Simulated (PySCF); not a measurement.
Structure with atom numbers: `[F:1][C:2]([F:3])([F:4])[C@H:5]1[O:6][CH2:7][C:8]12[CH2:9][O:10][CH2:11]2`. Hydrogens are named by the atom that carries them. Ha(C7) is cis to C2 on the ring; Ha(C9), Ha(C11) are pro-R; Hb(C9), Hb(C11) are pro-S; Hb(C7) is trans to C2 on the ring.

Isolated molecule, equivalent nuclei averaged, non-relativistic Hamiltonian, single conformer. B3LYP/pcJ-1 coupling constants (spin–dipole term only in couplings to heteroatoms); PBE0-D3(BJ)/def2-SVP geometry; shielding tensors at PBE0/pcSseg-1 (GIAO); PySCF 2.14.

Scale: TMS for 1H (reference shieldings calculated alike).

The spectrum was simulated from the full spin Hamiltonian at 600 MHz with 1.2 Hz Lorentzian lines, from shifts rounded to 0.01 ppm and J to 0.1 Hz, couplings under 1 Hz left out.

(1) List the maxima of its 1H spectrum with integrals.

(2) Summarise it as multiplets with assignments.

Results:

(1) 
Maxima in Hz from TMS (height), grouped by integral:
1H: 3025.2 (17), 3024.0 (22), 3022.8 (24), 3021.6 (22), 3020.3 (18), 3019.0 (12), 3017.1 (12), 3015.8 (18), 3014.6 (23), 3013.4 (25), 3012.2 (23), 3011.0 (18)
2H: 2891.7 (28), 2890.5 (44), 2889.2 (28), 2884.0 (100), 2882.2 (66), 2881.0 (41), 2876.2 (96)
1H: 2835.9 (63), 2827.6 (46)
1H: 2787.8 (94), 2780.0 (80)
1H: 2675.1 (40), 2674.2 (40), 2665.7 (38), 2664.8 (38)
1H: 2585.4 (22), 2577.8 (66), 2570.2 (66), 2562.6 (22)

(2) 1H NMR (600 MHz, computed): δ 5.03 (dqt, J = 9.4, 2.5, 1.2 Hz, 1H, Ha(C9)), 4.81 (dt, J = 8.3, 1.3 Hz, 1H, Hb(C11)), 4.80 (d, J = 7.8 Hz, 1H, Ha(C7)), 4.72 (dt, J = 8.3, 1.0 Hz, 1H, Ha(C11)), 4.64 (d, J = 7.8 Hz, 1H, Hb(C7)), 4.45 (m, 1H, Hb(C9)), 4.29 (q, J = 7.6 Hz, 1H, H(C5)). These are first-order names; overlap and second-order distortion can hide them in the list.

Multiplet labels drop couplings under 1 Hz and merge nearly equal ones.
